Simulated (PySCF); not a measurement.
A calculated (LDA, PySCF 2.14, def2-SVP, the non-relativistic Hamiltonian (point nucleus)) atom or ion has these occupied shells.

```tsv
shell	electrons	orbital energy (eV)	rms radius, mean of both spins (bohr)
1s α	1	-5311.2	0.0777
1s β	1	-5311.1	0.0777
2s α	1	-593.77	0.338
2s β	1	-592.77	0.338
2p α	3	-501.91	0.305
2p β	3	-501.13	0.305
3s α	1	-69.550	1.03
3s β	1	-66.864	1.03
3p α	3	-44.604	1.11
3p β	3	-41.968	1.11
3d α	3	-6.284	1.52
4s α	1	-4.931	3.67
4s β	1	-4.323	3.67
```

Q: Name the element and its charge.

A: V (vanadium, neutral), in [Ar] 3d3 4s2, high-spin 4F determinant.
